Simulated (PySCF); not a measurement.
Si(I)3(OH) (HI₃OSi), SMILES O[Si](I)(I)I.

Geometry optimised at PBE-D3(BJ)/def2-SVP. The def2 effective core potentials stand for the cores of I; spin–orbit coupling is left out. The values are those of a single conformer.

Two levels are set side by side: PBE/def2-TZVP (PySCF) and ωB97X/def2-TZVP (PySCF). Same geometry, gas phase. Differences are taken from unrounded values.

```tsv
quantity	ωB97X
orbital gap (eV)	9.51
highest occupied level (eV)	-9.77
lowest empty level (eV)	-0.27
dipole moment (D)	1.21
mean polarisability (bohr³)	123.7
```

What does PBE give, and how far is it from ωB97X? (An estimate is asked for; the answer gives what the named calculation found.)


| quantity | PBE | PBE minus ωB97X |
|---|---|---|
| orbital gap (eV) | 3.51 | -6.00 |
| highest occupied level (eV) | -6.50 | 3.27 |
| lowest empty level (eV) | -2.99 | -2.73 |
| dipole moment (D) | 1.13 | -0.08 |
| mean polarisability (bohr³) | 130.3 | 6.6 |

PBE's occupied levels lie high since its potential decays too fast outside the molecule; exact exchange lowers them and widens the gap. PBE's more diffuse valence density responds more strongly to a field. Differences between two approximate levels are no errors against the true value.

Rough cost on one machine, each run with all the roots and properties that it gave: ωB97X against PBE within a factor of 2.
